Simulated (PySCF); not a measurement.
# Dipole moment and polarisability of Si6F6 prismane

Si6F6 prismane, Si6F6.
Cartesian coordinates in Å at the PBE0-D3(BJ)/def2-SVP level; atoms count from 1:
```
atom  x, y, z in Å
Si1   -0.760    1.545   -0.586
F2    -1.506    2.909   -1.063
Si3    0.405   -0.195   -1.770
F4     0.767   -0.421   -3.339
Si5    1.515    1.017   -0.010
F6     2.878    1.903    0.007
Si7    0.762   -0.572    1.577
F8     1.477   -1.047    2.958
Si9   -1.515   -0.047    1.002
F10   -2.899   -0.026    1.856
Si11  -0.352   -1.784   -0.184
F12   -0.658   -3.366   -0.398
```

Level: wB97X-D/def2-SVPD (PySCF), static field, nuclei fixed, core orbitals frozen in the response. The polarisability tensor in these axes (au):

```
x   152.96   1.72  -1.67
y     1.72 156.22  -4.05
z    -1.67  -4.05 156.59
```

Q: Give the principal values, the mean and the anisotropy Δα = √{½[(α1 − α2)² + (α2 − α3)² + (α1 − α3)²]}.

A: Principal values 152.21, 152.41 and 161.16 au; mean 155.26 au = 23.01 Å³ = 25.60 × 10⁻⁴⁰ C²·m²/J; Δα = 8.86 au (6 % of the mean).

Q: What is the dipole moment?

A: 0.02 D; point group D3h allows none, and the residue is numerical.

Q: Estimate the molar refractivity from the static electronic polarisability.

A: Lorentz–Lorenz: R = (4π/3)N_A α = 2.5225 cm³/(mol·Å³) × 23.01 Å³ = 58.0 cm³/mol, in the limit of long wavelengths.

Q: Form Σ f/ω² (atomic units) for the 10 lowest TDDFT singlets, given as eV and f, and set it beside the mean polarisability, which is this sum over all singlets: 1.81, 0.0001; 1.82, 0.0000; 2.32, 0.0000; 2.35, 0.0000; 3.53, 0.0000; 4.98, 0.0000; 5.00, 0.0000; 5.01, 0.0000; 5.11, 0.0005; 5.11, 0.0004.

A: They add up to 0.05 au, 0.0 % of the 155.26 au; the largest single term is 0.02 au, from the state at 1.81 eV. Terms in order: 0.02, 0.01, 0.00, 0.00, 0.00, 0.00, 0.00, 0.00, 0.01, 0.01 au. Higher excitations give the rest. The strengths listed sum to 0.001.

Q: Refractivity n − 1 of an ideal gas of it at 273.15 K and 1 atm, from the electronic α?

A: N = p/kT = 2.6868 × 10¹⁹ cm⁻³, so n − 1 = 2π × N × 23.01 × 10⁻²⁴ cm³ = 3884 × 10⁻⁶ at long wavelengths.

Q: Find the Langevin capture rate constant for NO+ (29.998 u) meeting this molecule (281.852 u), k = 2.342 × 10⁻⁹ cm³/s × √(α in Å³ / reduced mass in u).

A: The reduced mass is 27.11 u, so k = 2.16 × 10⁻⁹ cm³/s.

Q: Give the eigenvalues of the traceless quadrupole moment Θ = ½Σq(3rr − r²1), origin at the centre of nuclear charge.

A: -2.98, 1.29, 1.69 D·Å. The electronic extent ⟨r²⟩ about the same centre is 3552 bohr², a root-mean-square distance of 2.68 Å for the 138 electrons.

The structure is a single PBE0-D3(BJ)/def2-SVP conformer in the gas phase; no vibrational or solvent corrections.

These values come from a run that also computed excited states. The run took 95 s wall, 3.5 min CPU (grids of density and orbitals included) on 2 threads, Intel Xeon Platinum 8488C (x86_64), no GPU (shared host), and the process peaked at 1.7 GiB of memory.
